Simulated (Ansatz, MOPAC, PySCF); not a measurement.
Isomers of H5B2N. All species are isolated molecules in the gas phase. One relaxed conformer stands for each flexible species; it need not be the lowest. Strings in code marks are SMILES.

Quantity: electronic energy of isomers of H5B2N relative to `BNB`, in kcal/mol. Semi-empirical values (MOPAC) are differences of heats of formation.

Level 1: frozen-core MP2/cc-pVQZ // B3LYP-D3(BJ)/def2-TZVP (Ansatz, a first-principles code)
Level 2: B3LYP/6-31G* // B3LYP-D3(BJ)/def2-TZVP (PySCF)
Level 3: PBE/6-31G* // B3LYP-D3(BJ)/def2-TZVP (PySCF)
Level 4: PM6 // B3LYP-D3(BJ)/def2-TZVP (MOPAC)

```csv
species,level 1,level 2,level 3,level 4
`BBN`,32.6,33.8,31.3,38.9
```
